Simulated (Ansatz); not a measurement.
`F[SiH]1[CH2][GeH2]1`, relaxed with RKS PBE0-D4/def2-TZVP in Ansatz 0.2.0 from a PBE-D4/def2-SVP geometry. The force threshold is 0.005 eV/Å; the program also tests the step.

Total charge 0; spin multiplicity 1.

Start:

```xyz
9

F     1.618    1.249    1.532
Si    1.154    0.416    0.195
C    -0.575    0.708   -0.456
Ge   -0.477   -1.223    0.257
H     2.297    0.381   -0.774
H    -0.731    0.877   -1.538
H    -1.254    1.335    0.153
H    -1.432   -1.421    1.454
H    -0.599   -2.321   -0.823
```

**Question.** By how much does the energy fall, and how many steps does the optimiser take? (An estimate is asked.)

**Answer.** Ansatz gave: 5.81 kJ/mol, in 8 steps.

**Question.** Which bonds change most? (Best estimate.)

**Answer.** Ansatz gave: F1–Si2 from 1.642 to 1.598 Å; Si2–Ge4 from 2.313 to 2.289 Å; C3–Ge4 from 2.062 to 2.039 Å; Si2–C3 from 1.870 to 1.848 Å.

**Question.** Give the relaxed structure. (Estimate.)

**Answer.** Ansatz gave: 
```xyz
9

F     1.600    1.239    1.490
Si    1.140    0.412    0.203
C    -0.564    0.708   -0.449
Ge   -0.480   -1.205    0.253
H     2.259    0.369   -0.763
H    -0.717    0.876   -1.513
H    -1.235    1.318    0.153
H    -1.425   -1.417    1.436
H    -0.578   -2.300   -0.811
```
